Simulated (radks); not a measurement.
Isoelectronic series with 53 electrons, all held in the configuration [Kr] 4d10 5s2 5p5, which need not be the ground one along the series. Calculated with a radial shooting solver on a logarithmic mesh with Libxc functionals: scalar-relativistic Kohn-Sham, BLYP, spin-polarised, spherical densities, point nucleus; open shells are filled with parallel spins first (spin-orbit coupling, left out, can overturn this in heavy ions). Total energies (hartree) and mean radii <r> (bohr):

ion,E (hartree),5p down,5p up
I,-7117.06961,2.500,2.472
Ba3+,-8134.3929,1.838,1.833
Pr6+,-9230.0514,1.515,1.514
Sm9+,-10405.2966,1.306,1.305
Tb12+,-11661.6813,1.154,1.154
Er15+,-13000.9998,1.037,1.037
Lu18+,-14425.2838,0.9434,0.9434
W21+,-15936.8165,0.8661,0.8661
